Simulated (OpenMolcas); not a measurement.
# Br VI: RASPT2 settings compared

- Program: OpenMolcas 26.06
- Basis: ANO-R2 [6s5p4d2f1g]
- Scalar Hamiltonian: X2C, finite nucleus
- Active space: 2 electrons in 9 orbitals (RAS2 4s 4p; RAS3 4d, at most 2 electrons)
- State averaging: 2S+1 = 1 even, 1 root; 2S+1 = 1 odd, 3 roots; 2S+1 = 3 odd, 3 roots kept (CI in the orbitals of an earlier block)
- Spin-orbit coupling: RASSI with atomic mean-field integrals over the reference wave functions, term energies averaged over their components

Methods on the same reference wave functions:
A. RASSCF
B. SS-RASPT2, IPEA 0.4 Eh, real shift 0.2 Eh (closed shells correlated: 3d)
C. SS-RASPT2, IPEA 0.4 Eh, imaginary shift 0.15 Eh (closed shells correlated: 3d)
D. XMS-RASPT2, IPEA 0.35 Eh, imaginary shift 0.5 Eh (closed shells correlated: none)

Energies in cm⁻¹ above 4s² ¹S₀, the measured ground level; measured values from Moore, Atomic Energy Levels, vol. II, NSRDS-NBS 35 (1971 reprint of NBS Circular 467, 1952).

| Level | A | B | C | D | Measured |
| --- | --- | --- | --- | --- | --- |
| 4s² ¹S₀ | 0.0 | 0.0 | 0.0 | 0.0 | 0.0 |
| 4s 4p ³P°₀ | 101279 | 103344 | 103339 | 100852 | 104316 |
| 4s 4p ³P°₁ | 103075 | 105124 | 105119 | 102646 | 106431 |
| 4s 4p ³P°₂ | 107122 | 109187 | 109182 | 106695 | 111336 |
| 4s 4p ¹P°₁ | 152959 | 150239 | 150234 | 151783 | 151274 |

Deviations, from unrounded energies. A percentage is the sum of absolute deviations over the sum of measured energies, with the sign that they share, or ± where signs differ.

| Against measurement | Levels | A | B | C | D |
| --- | --- | --- | --- | --- | --- |
| mean absolute deviation (cm-1) | 4 | 3100 | 1400 | 1400 | 3100 |
| other configurations (%) | 4 | ±2.6 | -1.2 | -1.2 | ±2.6 |

B, C lie about equally close to measurement and D furthest from it. The largest miss of B in the table is 4s 4p ³P°₂, by -2100 cm-1. The ranking rests on the paired levels alone, and a cruder setting can come out closer through cancelling errors.

Among B to D the level of the table that moves most is 4s 4p ³P°₀, by 2500 cm-1 (lowest in D, highest in B).

The lowest spin-free term lies below A's lowest term by 0.396 hartree in B, 0.396 hartree in C, 0.001 hartree in D.

Terms from blocks run as CI alone lack orbitals of their own. Active for correlation alone: 4d; no level in the range computed is led by a configuration that fills it, so any true level of that kind is missing. Measured partners are found by configuration, term and J. A level has none where our copy of the source lacks it or the pairing is in doubt (some pairs that miss far off the trend of their configuration count as doubtful), and it then counts in no deviation. Only configurations of the active space appear.

° marks odd parity.
